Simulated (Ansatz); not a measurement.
One change: `[Cl][SnH]([Br])[Br]` becomes `[OH][SnH]([Br])[Br]`.

Ansatz, PBE0-D4/def2-TZVP geometries, multiplicity 1. Each molecule was computed in one conformer, which needn't be the lowest.

Elements past krypton have def2 core potentials. Scalar relativity is left out up to krypton. Spin–orbit coupling is left out; it splits and shifts lone-pair levels of the heavy atoms by tenths of an eV.

| property | `[Cl][SnH]([Br])[Br]` |
| --- | --- |
| LUMO energy (ωB97M-V/def2-TZVPP) / eV | -0.54 |
| HOMO energy (PBE/def2-TZVPP) / eV | -7.49 |
| LUMO energy (PBE/def2-TZVPP) / eV | -3.36 |
| size of the dipole moment (PBE/def2-TZVPP) / D | 1.65 |
| HOMO energy (PBE0/def2-TZVPP) / eV | -8.79 |
| HOMO–LUMO gap (ωB97M-V/def2-TZVPP) / eV | 10.45 |

What does the change do to each property? (An estimate is asked.)

Ansatz gave: 
```json
{"property": "LUMO energy (ωB97M-V/def2-TZVPP) / eV", "`[OH][SnH]([Br])[Br]`": "-0.15", "shift": "0.39"}
{"property": "HOMO energy (PBE/def2-TZVPP) / eV", "`[OH][SnH]([Br])[Br]`": "-7.29", "shift": "0.20"}
{"property": "LUMO energy (PBE/def2-TZVPP) / eV", "`[OH][SnH]([Br])[Br]`": "-2.97", "shift": "0.39"}
{"property": "size of the dipole moment (PBE/def2-TZVPP) / D", "`[OH][SnH]([Br])[Br]`": "0.58", "shift": "-1.07"}
{"property": "HOMO energy (PBE0/def2-TZVPP) / eV", "`[OH][SnH]([Br])[Br]`": "-8.61", "shift": "0.18"}
{"property": "HOMO–LUMO gap (ωB97M-V/def2-TZVPP) / eV", "`[OH][SnH]([Br])[Br]`": "10.66", "shift": "0.21"}
```

With PBE0 the HOMO rises by 0.18 eV and the LUMO rises by 0.40 eV, so the gap widens by about 0.22 eV. PBE moves the HOMO by 0.20 eV and ωB97M-V by 0.18 eV. The zero-point energy changes by 31.5 kJ/mol with +3 modes. Dipoles are sizes alone; their direction can turn.
